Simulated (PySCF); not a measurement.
C6O6V, SMILES [O+]#[C-]->[V](<-[C-]#[O+])(<-[C-]#[O+])(<-[C-]#[O+])(<-[C-]#[O+])<-[C-]#[O+], doublet (CAM-B3LYP/def2-SVP optimised geometry):

```
13

V      0.000     0.000     0.000
O      0.213     3.136    -0.010
C      0.129     2.001     0.000
O      0.214    -0.224     3.128
C      0.130    -0.136     1.996
O      3.143     0.010     0.011
C      2.005     0.000     0.000
O     -3.143    -0.010    -0.011
C     -2.005     0.000     0.000
O     -0.214     0.223    -3.128
C     -0.130     0.136    -1.996
O     -0.213    -3.136     0.009
C     -0.130    -2.001     0.000
```

Method: unrestricted CAM-B3LYP/def2-TZVP (PySCF 2.14.0).

**Question.** What are the frontier orbital energies (α orbitals alone; a β orbital can be the lowest empty one) and the dipole moment?

**Answer.** HOMO-2 -8.10 eV, HOMO-1 -7.69 eV, HOMO -7.69 eV, LUMO -0.49 eV, LUMO+1 -0.49 eV; dipole moment 0.00 D.

On the same geometry unrestricted PBE/def2-TZVP (PySCF) gives HOMO-2 -6.01 eV, HOMO-1 -5.80 eV, HOMO -5.80 eV, LUMO -2.54 eV, LUMO+1 -2.54 eV; dipole moment 0.00 D.

Meta-Löwdin charges at CAM-B3LYP/def2-TZVP: V1 0.25, O2 -0.20, C3 0.16, O4 -0.20, C5 0.16, O6 -0.20, C7 0.16, O8 -0.20, C9 0.16, O10 -0.20, C11 0.16, O12 -0.20, C13 0.16.
